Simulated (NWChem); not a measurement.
System: C₂H₆BCl; SMILES CCBCl

```xyz
10

B     -0.5082    -0.1579    -0.0918
H     -1.6590    -0.0523    -0.4453
Cl     0.0240    -1.7839     0.3074
C      0.4843     1.0425    -0.0475
C     -0.1389     2.4280     0.0947
H      1.0085     0.9657    -1.0255
H      1.2796     0.8680     0.6969
H     -0.6222     2.5513     1.0765
H     -0.9113     2.6030    -0.6702
H      0.6112     3.2276    -0.0021
```
Atoms are numbered in this order, from 1.

Level: PBE0/def2-SVP (NWChem), optimised geometry, unscaled harmonic frequencies. 

Task: List the harmonic frequencies with IR intensities, and the thermochemistry.

Result: 
```json
[
 {"frequency (cm⁻¹)": "58", "IR intensity (km/mol)": "0.3"},
 {"frequency (cm⁻¹)": "207", "IR intensity (km/mol)": "0.3"},
 {"frequency (cm⁻¹)": "224", "IR intensity (km/mol)": "0.6"},
 {"frequency (cm⁻¹)": "343", "IR intensity (km/mol)": "4.1"},
 {"frequency (cm⁻¹)": "524", "IR intensity (km/mol)": "0.4"},
 {"frequency (cm⁻¹)": "808", "IR intensity (km/mol)": "51.4"},
 {"frequency (cm⁻¹)": "824", "IR intensity (km/mol)": "22.0"},
 {"frequency (cm⁻¹)": "926", "IR intensity (km/mol)": "38.6"},
 {"frequency (cm⁻¹)": "978", "IR intensity (km/mol)": "4.4"},
 {"frequency (cm⁻¹)": "1042", "IR intensity (km/mol)": "26.1"},
 {"frequency (cm⁻¹)": "1054", "IR intensity (km/mol)": "3.5"},
 {"frequency (cm⁻¹)": "1133", "IR intensity (km/mol)": "110.0"},
 {"frequency (cm⁻¹)": "1237", "IR intensity (km/mol)": "2.7"},
 {"frequency (cm⁻¹)": "1345", "IR intensity (km/mol)": "83.0"},
 {"frequency (cm⁻¹)": "1388", "IR intensity (km/mol)": "12.7"},
 {"frequency (cm⁻¹)": "1405", "IR intensity (km/mol)": "1.1"},
 {"frequency (cm⁻¹)": "1472", "IR intensity (km/mol)": "11.2"},
 {"frequency (cm⁻¹)": "1479", "IR intensity (km/mol)": "7.6"},
 {"frequency (cm⁻¹)": "2635", "IR intensity (km/mol)": "117.9"},
 {"frequency (cm⁻¹)": "3002", "IR intensity (km/mol)": "16.6"},
 {"frequency (cm⁻¹)": "3057", "IR intensity (km/mol)": "28.4"},
 {"frequency (cm⁻¹)": "3100", "IR intensity (km/mol)": "4.8"},
 {"frequency (cm⁻¹)": "3148", "IR intensity (km/mol)": "17.1"},
 {"frequency (cm⁻¹)": "3151", "IR intensity (km/mol)": "19.5"}
]
```

| Quantity | Result |
|---|---|
| zero-point energy | 49.4 kcal/mol |
| thermal correction to the enthalpy at 298.15 K (with zero-point energy) | 53.5 kcal/mol |
| heat capacity Cv | 18.1 cal/(mol K) |
| entropy at 298.15 K and 1 atm (symmetry number 1) | 75.4 cal/(mol K) |
| dipole moment | 1.25 D |

Rigid rotor and harmonic oscillator; modes under 100 cm⁻¹ make the entropy uncertain.
